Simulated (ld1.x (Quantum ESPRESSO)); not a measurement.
## What one change does to a pseudopotential (Ca (Z = 20), TM semilocal)

```json
{"Element": "Ca", "Generator": "ld1.x (Quantum ESPRESSO) 7.5", "Type": "norm-conserving Troullier–Martins (semilocal form)", "Functional": "PBEsol", "Relativity": "scalar-relativistic", "Frozen core": "[Ne]", "Valence charge": "10", "Reference configuration": "3s2 3p6 3d0 4s2 4p0", "Partial waves": "3s (bound): rc 1.35 bohr; 3d (bound, empty): rc 2.10 bohr; 3p (bound): rc 1.25 bohr", "Local potential": "the p channel", "Core correction": "none"}
```

Occupied shells without a wave of their own: 4s. They enter only through the test configuration that unscreens the potential.

Change: core correction full core density, not smoothed (it rises at the typed radius of 1.46 bohr, so ld1.x skipped the fit) (4s counted twice).

Cutoffs: the cutoffs (Ry, on a coarse ladder) from which the occupation-weighted sum of valence levels, in a spherical-Bessel basis at the reference potential, stays within 10 and 1 mRy of its value at 400 Ry; they do not see the model core or the augmentation charge, which bear on the density cutoff. Errors are all-electron minus pseudo energies relative to the spin-unpolarised reference configuration.

What does the change do?

The potential gets neither clearly harder nor softer (70 Ry and 110 Ry → 70 Ry and 110 Ry); of the 7 tests that both files solve, the error grows in 6 and shrinks in 1 by more than 15 % and 0.3 meV (median size 97.2 → 258.6 meV); neither file shows a bound ghost. A semilocal file is local in each channel, so a ghost entry of none says nothing of the separable form that plane-wave codes build from it. In the changed file ld1.x takes every shell without a wave as core, so the model core holds the 4s electrons as well and exchange and correlation see them twice. This cancels in the reference configuration, but the file is broken for other ones, and its errors say nothing about a proper core correction. A model core, the more so a compact one, raises the density cutoff, which this test does not measure.

| quantity | base | changed |
| --- | --- | --- |
| cutoff, loose | 70 Ry | 70 Ry |
| cutoff, tight | 110 Ry | 110 Ry |
| bound ghosts | none | none |
| largest miss of a reference level, eV | 0.07 | 0.07 |
| error for 3s2 3p6 3d0 4s1 4p0, meV [ΔE 6.31 eV] | -97 | -259 |
| error for 3s2 3p6 3d0 4s0 4p0, meV [ΔE 17.99 eV] | -272 | -1118 |
| error for 3s2 3p6 3d0 4s1.5 4p0, meV [ΔE 2.50 eV] | -41 | -77 |
| error for 3s2 3p6 3d1 4s0 4p0, meV [ΔE 7.63 eV] | -130 | -591 |
| error for 3s2 3p6 3d0 4s1 4p1, meV [ΔE 2.43 eV] | -72 | -100 |
| error for 3s2 3p6 3d0 4s0 4p1, meV [ΔE 9.33 eV] | -204 | -364 |
| error for 3s1 3p6 3d0 4s2 4p0, meV [ΔE 54.09 eV] | +51 | -35 |
| s: phases at 2.31 bohr within 0.05 rad from the reference energy up to (Ry; the scan ends near 5) | 0.2 | 0.2 |
| p: phases at 2.31 bohr within 0.05 rad from the reference energy up to (Ry; the scan ends near 5) | to the end of the scan | to the end of the scan |
| d: phases at 2.31 bohr within 0.05 rad from the reference energy up to (Ry; the scan ends near 5) | 1.6 | 1.6 |

Base: The 4s level has no wave, so the channel is fitted at the deeper level alone: the likely source of the large errors.
